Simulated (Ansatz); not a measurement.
Start from `CCCC` and change one atom or group to get `CCC[SiH2]O`.

Ansatz, PBE0-D4/def2-TZVP geometries, multiplicity 1. Each molecule was computed in one conformer, which needn't be the lowest.

```
                                        property  `CCCC`
              HOMO energy (PBE0/def2-TZVPP) / eV   -8.96
               HOMO energy (PBE/def2-TZVPP) / eV   -7.56
size of the dipole moment (B3LYP/def2-TZVPP) / D    0.00
         HOMO–LUMO gap (ωB97M-V/def2-TZVPP) / eV   14.01
              LUMO energy (PBE0/def2-TZVPP) / eV    1.29
             HOMO–LUMO gap (PBE/def2-TZVPP) / eV    8.07
```

Q: What does the change do to each property? (Best estimate.)

A: Computed: 
```csv
property,`CCC[SiH2]O`,shift
HOMO energy (PBE0/def2-TZVPP) / eV,-7.98,0.98
HOMO energy (PBE/def2-TZVPP) / eV,-6.62,0.94
size of the dipole moment (B3LYP/def2-TZVPP) / D,1.70,1.70
HOMO–LUMO gap (ωB97M-V/def2-TZVPP) / eV,12.01,-2.00
LUMO energy (PBE0/def2-TZVPP) / eV,0.23,-1.06
HOMO–LUMO gap (PBE/def2-TZVPP) / eV,5.98,-2.09
```

With PBE0 the HOMO rises by 0.98 eV and the LUMO falls by 1.06 eV, so the gap narrows by about 2.04 eV. PBE moves the HOMO by 0.94 eV and ωB97M-V by 1.07 eV.

B3LYP here is the variant with VWN-RPA as its local correlation; programs differ in this.
